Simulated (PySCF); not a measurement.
**From a computed spectrum to the compound**

A species of 5 atoms with charge 3 has these harmonic modes (PBE0, small Gaussian bases with core potentials, PySCF 2.14.0):

```tsv
cm⁻¹	km/mol	symmetry
199	53.5	b2
258	57.1	b1
422	2.0	a1
1112	15.6	b2
1212	8.4	b1
1404	241.6	a1
1452	92.9	a1
2914	505.4	a1
3080	161.3	b2
```

(1) Which species is it, and in which structure?

Results:

(1) [Bi(H2CO)]3+ (singlet):
```xyz
5

Bi    0.0000    0.0000   -0.3420
O     0.0000    0.0000    1.7521
C     0.0000    0.0000    3.0221
H     0.9812    0.0000    3.5648
H    -0.9812    0.0000    3.5648
```
Ideal gas at 298.15 K and 1 bar: S = 287.3 J/(mol K), Cp = 57.0 J/(mol K), H − H(0 K) = 13.5 kJ/mol (rigid rotor, harmonic modes, spin degeneracy alone). 
 This is one of several that fit.
